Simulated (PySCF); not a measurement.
Cu(F) anion (CuF), SMILES [Cu][F] (connectivity only; charge and spin as stated), charge -1, multiplicity 2. The structure is a stationary point at PBE-D3(BJ)/def2-TZVPD. The multiplicity is an assumed one; other spin states were not compared.

Calculation: PBE-D3(BJ)/def2-TZVPD (PySCF).

Harmonic wavenumbers (cm⁻¹): 443. Rotational constants (GHz): 9.917 (linear); symmetry number 1.

Question: Work out the zero-point energy and the ideal-gas rigid-rotor harmonic-oscillator thermochemistry at 298.15 K and 1 atm.

Answer: ZPE = ½ Σ hcν = ½ × 443 cm⁻¹ = 0.63 kcal/mol. H − E(el) = 2.88 kcal/mol. Entropy in cal/(mol K): translation 39.15, rotation 14.78, vibration 0.82, spin 1.38, total 56.13. G − E(el) = -13.86 kcal/mol. Cp = 8.33 cal/(mol K).
